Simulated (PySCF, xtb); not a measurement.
C3H5NOSi, SMILES C=C[SiH2]OC#N.

GFN2-xTB (xtb) at its own geometry gives an orbital gap of 4.49 eV and a dipole moment of 4.92 D.

Geometry: PBE-D3(BJ)/def2-SVP. The structure was generated by enumeration, and PubChem lists no compound with its InChIKey, so it may never have been made. One conformer was computed; it need not be the lowest.

Problem. What does PBE/def2-TZVP in PySCF give? (Estimate from the structure and the level; the computed values follow.)

Solution. gap 4.76 eV (levels -7.08 and -2.32 eV), dipole 5.61 D.
